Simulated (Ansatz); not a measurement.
Abridged output of a molecular run in Ansatz:

```
Functional definition: HF
1590 factors; integrals over basis functions are off by at most 1.1e-3 eV
mean field evaluation 1: about -21026.0050 eV, gradient 4.8e1 eV
mean field evaluation 2: about -21026.2794 eV, gradient 4.8e1 eV
mean field evaluation 4: about -21031.4125 eV, gradient 4.6e0 eV
mean field evaluation 8: about -21031.5014 eV, gradient 3.8e-1 eV
mean field evaluation 16: about -21031.5028 eV, gradient 1.6e-6 eV
mean field -21031.50281475 eV, -772.8934727774 hartree, gradient 1.6e-6 eV, S^2 0.000000; 0 other end points of the search recorded, 0 dependent functions left out
12 core orbitals not correlated: weight in the atoms' cores, before any rotation towards them, 1.000 or more for the frozen orbitals, at most 0.000 for the correlated occupied ones
reference -21031.50281475 eV, -772.8934727774 hartree; 19, 19 occupied and 210, 210 virtual orbitals, 1590 factors
second order -28.09240892 eV of doubles, -0.00000000 eV of singles
cycle   1  -27.78613748 eV  change    3.1e-1 eV  update   1.2e-1
cycle   2  -28.47947626 eV  change   -6.9e-1 eV  update   3.6e-2
cycle   3  -28.61517596 eV  change   -1.4e-1 eV  update   1.9e-2
cycle   4  -28.59475275 eV  change    2.0e-2 eV  update   5.5e-3
cycle   5  -28.59282929 eV  change    1.9e-3 eV  update   2.7e-3
cycle   6  -28.59400924 eV  change   -1.2e-3 eV  update   8.7e-4
cycle   7  -28.59348619 eV  change    5.2e-4 eV  update   3.6e-4
cycle   8  -28.59340399 eV  change    8.2e-5 eV  update   1.4e-4
cycle   9  -28.59348264 eV  change   -7.9e-5 eV  update   6.1e-5
cycle  10  -28.59347749 eV  change    5.1e-6 eV  update   2.5e-5
perturbative correction -1.22099693 eV, -0.0448708096 hartree
Total energy: -21061.31728917 eV, -773.9891345036 hartree
```

Its atoms:

Cartesian coordinates in Å:
```
N -0.025 0.180 1.750
B 0.004 -0.161 0.390
N -0.521 0.570 -0.712
Sb -0.245 -0.773 -2.213
S 0.769 -1.747 -0.238
H -0.416 1.038 2.094
H 0.375 -0.404 2.462
H -1.140 1.362 -0.685
H 1.198 -0.064 -2.847
```

Question: Which basis set was used?
A. def2-TZVPP
B. cc-pV(D+d)Z
C. def2-SVPD
D. def2-TZVPPD

Answer: A. It gives 241 functions.

Question: Write the keys of the input that set method, charge and spin (a neutral closed shell needs none for the last two).

Answer: 
```yaml
correlation: {method: ccsd_t}
```
